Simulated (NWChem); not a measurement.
Species: SiH3O2Cl; SMILES O[SiH](O)Cl

```xyz
7

Si    -0.0134     0.4369     0.3822
O     -1.2920     1.2518    -0.2430
O      1.3811     1.0443    -0.2566
Cl    -0.0716    -1.5805    -0.0957
H     -0.1147     0.5611     1.8478
H     -1.3076     1.3864    -1.1959
H      2.1139     0.4340    -0.3800
```
Atoms are numbered in this order, from 1.

All runs: NWChem. Coordinates come from a PBE0/def2-SVP optimisation. Level r2SCAN/def2-SVP: energy and gradient on several grids; changes count from the extra-fine grid, which is no exact limit either.

```csv
grid,size of the energy change (μHa),largest change of a gradient component (μHa/bohr),"time, medium = 1 (rough)"
xcoarse,1000,2000,about 1
coarse,100,200,about 1
medium,100,70,about 1
fine,< 10,50,about 1
xfine,< 10,< 30,3
```
